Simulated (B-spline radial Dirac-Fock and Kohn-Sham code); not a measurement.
Two-hole binding energies of Hg⁷⁺

System: Hg⁷⁺, [Xe] 4f14 5d5.

The run's input, task.json:

```json
{"items": [{
  "Z": 80,
  "q": 7,
  "cfg": [[1, 0, 2], [2, 0, 2], [2, 1, 6], [3, 0, 2], [3, 1, 6], [3, 2, 10], [4, 0, 2], [4, 1, 6], [4, 2, 10], [4, 3, 14], [5, 0, 2], [5, 1, 6], [5, 2, 5]],
  "A": 202,
  "rrms": 5.4648,
  "do": ["binding", "quiet", "double"]
}]}
```

Launch: `python xray_run.py task.json out`

These are calculated numbers from a radial atomic solver; the model is Dirac-Fock ΔSCF + Breit + QED. U is the two-hole binding energy less the two single-hole energies, the effective repulsion of the holes after relaxation. Each two-hole energy is an average over J within one jj subconfiguration.

| holes | E(a) (eV) | E(b) (eV) | E(ab) (eV) | U (eV) |
| --- | --- | --- | --- | --- |
| 1s⁻¹ 2p1/2⁻¹ | 83219.8 | 14331.5 | 98029.2 | 477.9 |
| 1s⁻¹ 3p1/2⁻¹ | 83219.8 | 3405.8 | 86772.6 | 147.0 |
| 1s⁻¹ 3p3/2⁻¹ | 83219.8 | 2974.6 | 86317.8 | 123.4 |
| 2s⁻¹ 2p3/2⁻¹ | 14972.2 | 12406.0 | 27603.5 | 225.3 |
| 2p1/2⁻¹ 3s⁻¹ | 14331.5 | 3691.2 | 18130.0 | 107.3 |
| 2s⁻¹ 3p3/2⁻¹ | 14972.2 | 2974.6 | 18048.7 | 102.0 |
| 2p1/2⁻¹ 3d3/2⁻¹ | 14331.5 | 2508.2 | 16953.8 | 114.1 |
| 2p1/2⁻¹ 3d5/2⁻¹ | 14331.5 | 2417.4 | 16863.2 | 114.2 |
| 3p1/2⁻¹ 3p3/2⁻¹ | 3405.8 | 2974.6 | ? | ? |
| 3d3/2⁻¹ 3d5/2⁻¹ | 2508.2 | 2417.4 | 5013.3 | 87.6 |
| 4d3/2⁻¹ 4d5/2⁻¹ | 501.2 | 481.7 | 1019.5 | 36.6 |
| 4f5/2⁻² | 221.7 | 221.7 | 478.4 | 35.0 |
| 4f5/2⁻¹ 4f7/2⁻¹ | 221.7 | 217.6 | 475.1 | 35.8 |
| 4f7/2⁻² | 217.6 | 217.6 | 470.3 | 35.0 |

**Question.** Give the missing two-hole energy and U.

**Answer.** E(ab) = 6455.4 eV and U = 75.0 eV.

Run: 50 s of CPU time on 1 thread of Neoverse-V1 (shared host), peak memory 0.55 GiB.
